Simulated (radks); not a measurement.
Calculated with a radial shooting solver on a logarithmic mesh with Libxc functionals: non-relativistic Kohn-Sham, LDA (Slater exchange, Perdew-Wang correlation), spin-polarised, spherical densities, point nucleus; open shells are filled with parallel spins first. Response by self-consistent Sternheimer equations with the Hartree and adiabatic LDA kernel. For heavy and open-shell atoms this level of theory can miss by tens of per cent. Rank Se, Ge+, Ne, Cl, Cr+, Se2+, P+ (NIST ground configurations) by static dipole polarisability, largest first.

Answer. Se 27.53, Ge+ 18.71, Cl 15.81, P+ 14.39, Cr+ 14.10, Se2+ 9.356, Ne 3.052 bohr^3.
